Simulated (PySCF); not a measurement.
C₃H₆FNSi, SMILES C(CC[SiH2]F)#N. Geometry optimised at B3LYP-D3(BJ)/def2-SVP. This is a generated structure with no PubChem entry under its InChIKey; it may be hypothetical. The values are those of a single conformer.

### Question
Give the equilibrium geometry at B3LYP-D3(BJ)/def2-SVP (PySCF confirms it by a frequency run) as Cartesian coordinates in Å. (An estimate is asked for; the answer gives what the named calculation found.)

### Answer
This is not unique; one that fits is 
```xyz
12

N     -2.7402     1.0890    -0.2657
C     -2.1310     0.1095    -0.1591
C     -1.3201    -1.1036    -0.0177
C      0.0537    -0.8421     0.6333
Si     1.1610     0.3772    -0.2865
F      2.6600     0.2193     0.3382
H     -1.1961    -1.5440    -1.0216
H     -1.8993    -1.8338     0.5714
H     -0.0801    -0.4878     1.6690
H      0.6004    -1.7979     0.6986
H      1.2180     0.0192    -1.7304
H      0.7288     1.7836    -0.0985
```
